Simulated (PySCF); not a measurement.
C4H6ClSi2 (doublet state).
Geometry (GFN2-xTB, Å), atoms numbered from 1 in this order:
```xyz
13
C4H6ClSi2 angstrom
C      2.6860    1.6368    0.6211
C      2.3767    1.0747   -0.4905
Si     1.5886   -0.6827   -0.6957
Cl     1.9299   -1.2695   -2.6106
C     -0.2290   -0.5570   -0.4062
C     -1.4227   -0.4477   -0.2253
Si    -3.2456   -0.2965    0.0659
H      2.6239    1.4060    1.6603
H      2.5586    1.5630   -1.4408
H      2.1943   -1.6410    0.2244
H     -3.6128    1.1158   -0.0563
H     -3.5188   -0.7949    1.4160
H     -3.9334   -1.1066   -0.9413
```

The hyperfine couplings belong to this conformer and change with its torsions.

The species is `[H]/[C]=C\[Si@H](Cl)C#C[SiH3]` [radical].

Computed with UKS B3LYP, pcH-1 on C Cl H Si, non-relativistic, mean-field spin-orbit, GIAO (PySCF 2.14.0). Geometry: GFN2-xTB, one conformer, isolated molecule. GFN2-xTB frequencies show an imaginary mode (22i cm⁻¹), so this geometry is no minimum at that level. A GFN2-xTB geometry isn't a minimum of the functional, and hyperfine couplings can be far from their values at a DFT geometry. The SCF solution wasn't tested for stability.

(1) Where do the isotropic ENDOR lines of H9, H8 and H10 fall at 336.5 mT, to first order?

(2) Which pairs are centred on the nuclear Larmor frequency, and which on half the coupling?

(3) At what field would the lower line of H9 fall to zero frequency?

## Answers

(1) For S = 1/2 in fast tumbling each set of equivalent nuclei gives two lines, ν± = |νn ± a/2| to first order, with νn = g_N μN B/h and μN/h = 7.62259 MHz/T.

| nuclei | isotope | g_N | νn (MHz) | a_iso (MHz) | lower line (MHz) | upper line (MHz) |
| --- | --- | --- | --- | --- | --- | --- |
| H9 | 1H | 5.5857 | 14.33 | 153.18 | 62.26 | 90.92 |
| H8 | 1H | 5.5857 | 14.33 | 52.18 | 11.76 | 40.42 |
| H10 | 1H | 5.5857 | 14.33 | 0.97 | 13.84 | 14.81 |

(2) Centred on νn, since |a| < 2νn: H10. Centred on |a|/2 and split by 2νn: H9 and H8.

(3) Where νn = |a|/2, that is B = 76.59 MHz/(5.5857 × 7.62259 MHz/T) = 1800 mT, as far as first order holds there.

Couplings of abundant isotopes left out: Cl4 (3.0 MHz).

Hardware: one thread, Arm Neoverse V2 (aarch64), shared host with 96 logical CPUs at a one-minute load of 76. Cost: 88 s (grids of density and orbitals included), 0.99 GiB resident at most.
